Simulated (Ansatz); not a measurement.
Steps of a relaxation of C₂H₆BInO (`BC(=C)[O][InH2]`) with RKS PBE0-D4/def2-TZVP.

```sh
$ ansatz run in.yaml --threads 4 --pin off --events-out ev --progress --plain --max-ram 10444MiB
```

```yaml
crystal:
  periodic: [false, false, false]
  atoms:
    - {symbol: B, position_ang: [-1.640000, -0.726210, 1.155420]}
    - {symbol: C, position_ang: [-0.354740, -0.415370, 0.332590]}
    - {symbol: C, position_ang: [0.870160, -0.713360, 0.805060]}
    - {symbol: O, position_ang: [-0.514280, 0.158950, -0.881390]}
    - {symbol: In, position_ang: [0.765590, 1.335590, -1.825500]}
    - {symbol: H, position_ang: [-1.543490, -1.323880, 2.152460]}
    - {symbol: H, position_ang: [-2.676140, -0.352930, 0.769570]}
    - {symbol: H, position_ang: [1.001800, -1.206240, 1.751170]}
    - {symbol: H, position_ang: [1.764030, -0.464400, 0.230940]}
    - {symbol: H, position_ang: [0.312160, 1.499390, -3.456500]}
    - {symbol: H, position_ang: [2.014910, 2.208460, -1.033820]}
basis:
  gaussian: {orbitals: def2-TZVP}
hamiltonian: {xc: pbe0, dispersion: d4}
relax: {f_tol: 0.005, max_steps: 150}
```

Positions (Å) and forces (eV/Å) along the path, 13 of 21 steps:

```xyz
11
step=1 energy=-10063.4285 eV
B    -1.640   -0.726    1.155    0.849    0.178   -0.502
C    -0.355   -0.415    0.333   -0.051    0.095   -0.242
C     0.870   -0.713    0.805   -0.055    0.009   -0.057
O    -0.514    0.159   -0.881   -0.375   -0.246    0.322
In    0.766    1.336   -1.825    0.322    0.557   -0.302
H    -1.543   -1.324    2.152    0.066   -0.358    0.636
H    -2.676   -0.353    0.770   -0.636    0.199   -0.202
H     1.002   -1.206    1.751    0.015   -0.080    0.224
H     1.764   -0.464    0.231    0.021   -0.084    0.122
H     0.312    1.499   -3.457   -0.089   -0.092   -0.152
H     2.015    2.208   -1.034   -0.068   -0.177    0.153
11
step=2 energy=-10063.5020 eV
B    -1.611   -0.711    1.136    0.332    0.098   -0.154
C    -0.334   -0.395    0.314   -0.100    0.135   -0.212
C     0.878   -0.720    0.809    0.072    0.039   -0.061
O    -0.499    0.185   -0.896   -0.123   -0.210    0.223
In    0.741    1.410   -1.874    0.227    0.139   -0.153
H    -1.504   -1.311    2.155    0.007   -0.100    0.202
H    -2.671   -0.346    0.750   -0.214    0.029   -0.047
H     0.978   -1.193    1.775   -0.047   -0.038    0.015
H     1.793   -0.506    0.255   -0.013   -0.045    0.090
H     0.253    1.466   -3.524    0.058    0.032    0.231
H     1.977    2.121   -0.900   -0.198   -0.081   -0.135
11
step=4 energy=-10063.5188 eV
B    -1.584   -0.692    1.120   -0.068    0.041    0.144
C    -0.323   -0.412    0.273   -0.013   -0.038    0.108
C     0.876   -0.740    0.799    0.017    0.005    0.071
O    -0.487    0.125   -0.945   -0.001   -0.024   -0.102
In    0.738    1.412   -1.874    0.045    0.055   -0.071
H    -1.457   -1.234    2.180   -0.008    0.001   -0.020
H    -2.671   -0.356    0.749    0.025   -0.036   -0.032
H     0.931   -1.166    1.794   -0.004   -0.017   -0.098
H     1.815   -0.580    0.272    0.015    0.004   -0.004
H     0.246    1.514   -3.499    0.009    0.016   -0.009
H     1.915    2.128   -0.869   -0.017   -0.008    0.012
11
step=5 energy=-10063.5188 eV rejected
B    -1.578   -0.671    1.133    0.054    0.013   -0.074
C    -0.322   -0.432    0.255   -0.018   -0.075    0.027
C     0.880   -0.761    0.779   -0.068    0.180    0.036
O    -0.480    0.081   -0.980   -0.033   -0.069    0.141
In    0.729    1.409   -1.872    0.011    0.049   -0.076
H    -1.442   -1.186    2.203    0.002   -0.012   -0.006
H    -2.666   -0.333    0.765    0.023    0.003   -0.010
H     0.933   -1.187    1.771    0.010   -0.022    0.009
H     1.822   -0.573    0.266   -0.012   -0.094   -0.053
H     0.284    1.515   -3.510    0.010    0.012   -0.016
H     1.841    2.139   -0.810    0.020    0.014    0.023
11
step=6 energy=-10063.5223 eV
B    -1.582   -0.678    1.131   -0.010   -0.006   -0.006
C    -0.321   -0.417    0.272    0.002    0.006    0.036
C     0.880   -0.742    0.798   -0.012   -0.025   -0.014
O    -0.480    0.103   -0.958    0.002   -0.011    0.005
In    0.729    1.415   -1.881    0.005   -0.002   -0.013
H    -1.455   -1.213    2.194    0.000    0.018   -0.003
H    -2.668   -0.352    0.750    0.018   -0.006   -0.002
H     0.934   -1.181    1.785    0.002    0.013   -0.010
H     1.818   -0.592    0.266   -0.004    0.002   -0.003
H     0.267    1.524   -3.514   -0.003    0.005   -0.003
H     1.877    2.133   -0.845   -0.001    0.007    0.014
11
step=7 energy=-10063.5231 eV
B    -1.577   -0.669    1.133    0.019    0.009   -0.032
C    -0.318   -0.424    0.266    0.008   -0.016    0.018
C     0.882   -0.753    0.792   -0.024    0.010   -0.005
O    -0.474    0.082   -0.972    0.001   -0.006    0.024
In    0.725    1.413   -1.882   -0.014    0.013    0.010
H    -1.448   -1.184    2.205    0.001    0.008    0.001
H    -2.663   -0.346    0.749    0.002   -0.003   -0.006
H     0.935   -1.179    1.784    0.009    0.003    0.004
H     1.821   -0.612    0.259   -0.009   -0.011   -0.013
H     0.277    1.532   -3.518    0.008   -0.006    0.006
H     1.841    2.142   -0.816   -0.001   -0.002   -0.006
11
step=8 energy=-10063.5233 eV
B    -1.571   -0.656    1.135    0.022   -0.008   -0.031
C    -0.313   -0.433    0.258    0.007   -0.025    0.024
C     0.886   -0.769    0.782   -0.023    0.033    0.010
O    -0.469    0.055   -0.987    0.016    0.036    0.014
In    0.707    1.426   -1.875    0.013   -0.047    0.027
H    -1.438   -1.143    2.221   -0.002    0.017   -0.025
H    -2.657   -0.344    0.744    0.004    0.000    0.001
H     0.936   -1.178    1.782    0.017    0.001    0.001
H     1.824   -0.646    0.244   -0.021   -0.020   -0.019
H     0.299    1.532   -3.522   -0.009    0.007    0.011
H     1.796    2.155   -0.781   -0.023    0.006   -0.014
11
step=9 energy=-10063.5240 eV
B    -1.569   -0.651    1.134    0.003   -0.018   -0.006
C    -0.311   -0.435    0.259    0.012   -0.012    0.022
C     0.887   -0.774    0.781   -0.012    0.007    0.013
O    -0.466    0.051   -0.987    0.028    0.038   -0.010
In    0.712    1.421   -1.873   -0.022   -0.015    0.035
H    -1.439   -1.130    2.225   -0.004    0.022   -0.030
H    -2.655   -0.346    0.738    0.007   -0.002    0.004
H     0.938   -1.178    1.783    0.016    0.005   -0.007
H     1.824   -0.665    0.237   -0.022   -0.009   -0.010
H     0.298    1.533   -3.519    0.002   -0.006    0.001
H     1.782    2.172   -0.777   -0.010   -0.010   -0.013
11
step=10 energy=-10063.5236 eV rejected
B    -1.577   -0.656    1.139    0.049    0.049   -0.011
C    -0.317   -0.400    0.275   -0.086   -0.136    0.096
C     0.880   -0.772    0.778    0.035    0.066   -0.121
O    -0.475    0.087   -0.969   -0.006    0.035    0.015
In    0.723    1.428   -1.863    0.014    0.014   -0.013
H    -1.443   -1.060    2.256    0.020   -0.011    0.007
H    -2.671   -0.457    0.703   -0.034   -0.002   -0.026
H     0.965   -1.172    1.777   -0.056    0.008    0.052
H     1.793   -0.697    0.192    0.067   -0.025   -0.001
H     0.305    1.535   -3.508    0.001    0.000    0.004
H     1.817    2.163   -0.780   -0.004    0.001   -0.002
11
step=13 energy=-10063.5251 eV
B    -1.572   -0.645    1.140   -0.018   -0.028    0.002
C    -0.315   -0.410    0.271   -0.012   -0.005    0.016
C     0.883   -0.783    0.770    0.026    0.015   -0.039
O    -0.473    0.079   -0.973   -0.014   -0.001   -0.006
In    0.717    1.433   -1.858    0.009    0.004   -0.014
H    -1.434   -1.039    2.261   -0.007    0.013   -0.010
H    -2.669   -0.453    0.699    0.037    0.002    0.018
H     0.960   -1.169    1.777   -0.017    0.001    0.007
H     1.800   -0.725    0.184   -0.008   -0.009    0.021
H     0.317    1.530   -3.508   -0.002    0.002   -0.002
H     1.786    2.183   -0.763    0.006    0.006    0.007
11
step=14 energy=-10063.5253 eV
B    -1.572   -0.647    1.138   -0.010   -0.004    0.001
C    -0.314   -0.415    0.268   -0.005   -0.001    0.015
C     0.884   -0.781    0.772    0.014    0.001   -0.025
O    -0.472    0.074   -0.976   -0.007    0.001   -0.005
In    0.716    1.431   -1.861    0.004    0.001   -0.005
H    -1.434   -1.053    2.256   -0.002    0.004   -0.005
H    -2.666   -0.434    0.706    0.017   -0.004    0.007
H     0.955   -1.171    1.778   -0.009    0.002    0.004
H     1.805   -0.716    0.193   -0.003   -0.003    0.011
H     0.314    1.530   -3.510   -0.001    0.001   -0.001
H     1.785    2.182   -0.765    0.002    0.002    0.002
11
step=18 energy=-10063.5254 eV
B    -1.572   -0.649    1.141    0.000    0.000   -0.001
C    -0.316   -0.408    0.270    0.002    0.003   -0.011
C     0.882   -0.781    0.768   -0.005   -0.001    0.006
O    -0.478    0.084   -0.973   -0.002   -0.004    0.007
In    0.719    1.432   -1.860    0.002    0.002   -0.001
H    -1.431   -1.039    2.262    0.000    0.000    0.001
H    -2.668   -0.460    0.703    0.001    0.000    0.001
H     0.952   -1.167    1.776    0.002    0.001    0.000
H     1.802   -0.724    0.188    0.001    0.001   -0.001
H     0.317    1.532   -3.509    0.000    0.000    0.000
H     1.792    2.180   -0.765    0.000   -0.001    0.000
11
step=21 energy=-10063.5254 eV
B    -1.572   -0.650    1.141   -0.001   -0.001    0.001
C    -0.317   -0.407    0.270    0.000   -0.001    0.000
C     0.882   -0.779    0.768    0.001    0.000    0.000
O    -0.479    0.085   -0.972    0.001    0.001    0.000
In    0.721    1.431   -1.860   -0.003    0.002    0.001
H    -1.430   -1.039    2.263    0.000    0.001   -0.001
H    -2.669   -0.464    0.702    0.000    0.000    0.000
H     0.952   -1.165    1.776    0.000    0.001    0.000
H     1.801   -0.723    0.188   -0.001    0.000    0.000
H     0.316    1.535   -3.509    0.001   -0.001    0.000
H     1.796    2.176   -0.766    0.001   -0.001    0.000
```

Hardware: 4 threads of an Intel Xeon Platinum 8259CL on a shared host. Wall time 82 s, peak host memory 0.64 GiB.
